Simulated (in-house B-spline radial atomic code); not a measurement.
The ytterbium ion Yb²⁺ is squeezed into an impenetrable sphere of radius R (the orbitals vanish at R). Level of theory: scalar-relativistic (X2C) Hartree-Fock, spin-polarised, averaged over the determinants with the given up and down occupations, Fermi nucleus of rms radius 5.3108 fm; calculated with an all-electron radial atomic-structure program (B-spline basis).

Energies in eV above the free ion in [Xe] 4f14:

```csv
R (bohr),highest level (eV),[Xe] 4f14,[Kr] 4d10 4f14 5s2 5p5 5d1,[Kr] 4d10 4f14 5s2 5p5 5f1
9.22,-28.1,0,28.04,39.97
6.75,-28.1,0.000381,28.06,42.01
5.18,-28.1,0.02422,28.36,46.59
4.05,-27.6,0.5397,30,55.53
3.31,-25.7,4.181,35.97,70.53
3.18,-24.9,5.992,38.47,75.2
2.43,-14,48.52,88.49,143.6
2.22,-7.02,88.31,132.3,195.2
1.77,22.6,335.8,394.8,479.5
1.23,226,2084,2180,2288
```

**Question.** Does [Kr] 4d10 4f14 5s2 5p5 5d1 fall below [Xe] 4f14 under compression?

**Answer.** No, it stays above over the whole range.

**Question.** Does [Kr] 4d10 4f14 5s2 5p5 5f1 fall below [Xe] 4f14 under compression?

**Answer.** No, it stays above over the whole range.

The highest level is first positive in the row R = 1.77 bohr, pushed up by confinement above the zero of the free ion's potential. Each configuration is held fixed and needn't be the lowest in the sphere.
